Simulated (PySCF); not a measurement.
## Relaxation of doublet ReOBr2

These are results of UPBE0 in PySCF with Re def2-SVP with ECP60, O def2-SVP, Br def2-SVP; scalar-relativistic core potentials, no spin–orbit coupling; density-fitted integrals, not measurements. A (50,194) grid was used.

A hand-made trigonal planar start, of C2v symmetry, held to at least that symmetry:

Coordinates in bohr (charge 0 multiplicity 2):
```
Re   -0.4327   -0.7494    0.0000
O    -2.0956   -3.6297    0.0000
Br    4.1972   -0.7494    0.0000
Br   -2.7475    3.2603    0.0000
```

What does it relax to?

It ends at C2v with Re–Br 2.368 Å (×2), Re–O 1.646 Å; Br–Re–Br 123.4°, Br–Re–O 118.3° (×2). The frequency run here used a shortcut that can spoil soft modes, so no verdict on minimum or saddle point is given. Other isomers or separated fragments may lie lower.

How much energy is released, and in how many steps?

46.9 kJ/mol in 7 steps.

With open d or f shells other occupations or spin states may lie lower. Spin–orbit coupling, left out here, can matter for elements this heavy.

The relaxation took about 6 core-minutes on a shared host.
